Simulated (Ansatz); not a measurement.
Stepwise reaction of `O[SiH2][GeH3]` with water, as a gas-phase model of exchange steps in deposition or etching. ΔE in kJ/mol.

Program: Ansatz. Geometries: PBE0-D4/def2-TZVP. ΔE: electronic, gas phase. CCSD(T)/CBS adds triple-zeta CCSD(T) − MP2 to the extrapolated MP2 energy (def2 sets, frozen cores). This one scheme is used for every species. DFT in def2-TZVPP. B3LYP here is the variant with VWN-RPA as its local correlation; programs differ in this. For Ge outer-core shells are correlated without core-valence functions, which leaves a few kJ/mol of doubt a bond. Scalar relativity is left out up to krypton. One conformer a species, not always the lowest.

| step | reaction | PBE-D4 | B3LYP-D4 | ωB97M-V | CCSD(T)/CBS |
| --- | --- | --- | --- | --- | --- |
| 1 | `O[SiH2][GeH3]` + H₂O → `O[SiH](O)[GeH3]` + H₂ | -83.0 | -86.6 | -86.9 | -83.4 |

(1) Give the row of step 2, `O[SiH](O)[GeH3]` + H₂O → `[OH][GeH2][SiH](O)O` + H₂. (Estimate.)

(2) By hand: ΔE of the 2 steps together at CCSD(T)/CBS.

Results:

(1) The calculation gave: 
| step | reaction | PBE-D4 | B3LYP-D4 | ωB97M-V | CCSD(T)/CBS |
| --- | --- | --- | --- | --- | --- |
| 2 | `O[SiH](O)[GeH3]` + H₂O → `[OH][GeH2][SiH](O)O` + H₂ | -4.9 | -9.4 | -8.0 | -3.7 |

(2) (-83.4) + (-3.7) = -87.1 kJ/mol, or -43.6 kJ/mol a step.

In ΔE each step is higher than the one before. PBE-D4 differs from CCSD(T)/CBS by -1.2 to 0.4 kJ/mol a step. Isolated molecules leave out the surface, adducts and barriers. Largest T1 diagnostic: 0.012.
